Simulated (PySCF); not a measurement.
# MO cations for M along group 12

MP2 with double-zeta basis sets in PySCF, for the lowest determinant that a PBE0 search found; no spin–orbit coupling. De refers to high-spin ground-configuration atoms (the charge goes to the atom of lower measured ionisation energy or higher electron affinity, which is not always the lowest computed limit).

| M | basis | reference, frozen orbitals | charged atom | state (unpaired electrons) | Re (Å) | ωe (cm⁻¹) | De (eV) |
| --- | --- | --- | --- | --- | --- | --- | --- |
| Zn | def2-SVPD | ROHF, 6 | Zn+ | doublet (π ↑) | 1.813 | 640 | 1.60 |
| Cd | def2-SVPD | ROHF, 1 | Cd+ | doublet (π ↑) | 2.009 | 561 | 0.89 |
| Hg | def2-SVP | ROHF, 1 | Hg+ | doublet (π ↑) | 2.007 | 508 | 0.28 |

The shortest bond is that of ZnO⁺ (1.813 Å), the longest that of CdO⁺ (2.009 Å). ZnO⁺ is bound most strongly (1.60 eV) and HgO⁺ least (0.28 eV).

The rows differ in basis set, which adds steps of its own.

Down a group the atoms grow and get heavier, so bonds lengthen and wavenumbers fall; this series shows no clear exception.

Correlated steps freeze the inner cores (1 to 6 orbitals); shallow outer-core shells are correlated. Weak bonds: HgO⁺. Basis-set superposition, not corrected here, can be much of De in a small basis, most of all at correlated wavefunction levels. Spin–orbit coupling is left out, which matters for elements this heavy, above all for dissociation energies. For an ion De counts to the pair picked by the measured ionisation energies or electron affinities, which need not be the lowest pair at this level. States were picked by a PBE0 search and need not be the measured ground states.
